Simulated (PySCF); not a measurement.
# InH⁺: energy against distance

Set-up: PySCF, scalar-relativistic core potentials, basis sets In def2-TZVPPD with ECP28, H def2-TZVPPD. Energies in eV from In⁺ + H in their ground configurations at the same level. State: ²Σ⁺ (doublet), unpaired electrons σ ↑.

```json
{"R (Å)": "1.599", "HSE06": "-0.0611"}
{"R (Å)": "1.673", "HSE06": "-0.2053"}
{"R (Å)": "1.748", "HSE06": "-0.2812"}
{"R (Å)": "1.803", "HSE06": "-0.3068"}
{"R (Å)": "1.859", "HSE06": "-0.3140"}
{"R (Å)": "1.915", "HSE06": "-0.3088"}
{"R (Å)": "1.989", "HSE06": "-0.2904"}
{"R (Å)": "2.082", "HSE06": "-0.2598"}
{"R (Å)": "2.194", "HSE06": "-0.2235"}
{"R (Å)": "2.342", "HSE06": "-0.1852"}
```

Put a parabola through the three lowest points of the HSE06 curve and estimate Re, k and ωe (reduced mass 0.9991 u; 1 eV/Å² = 0.16022 mdyn/Å; ωe = 1302.8·√(k/μ) cm⁻¹).

Through R = 1.803, 1.859, 1.915 Å the second-order coefficient is 1.98 eV/Å², so Re ≈ 1.864 Å, k ≈ 0.634 mdyn/Å and ωe ≈ 1037 cm⁻¹. A polynomial fit of higher order to the unrounded HSE06 energies gives Re = 1.860 Å, k = 0.632 mdyn/Å, ωe = 1036 cm⁻¹; anharmonicity and rounding make the difference.

The higher-order fit for each curve: HSE06: Re = 1.860 Å, ωe = 1036 cm⁻¹, De = 0.314 eV.

The bond is weak. Basis-set superposition, not corrected here, can be much of De in a small basis, most of all at correlated wavefunction levels. Spin–orbit coupling is left out. For an ion De counts to the pair picked by the measured ionisation energies or electron affinities, which need not be the lowest pair at this level. The state was picked by a PBE0 search and need not be the measured ground state.
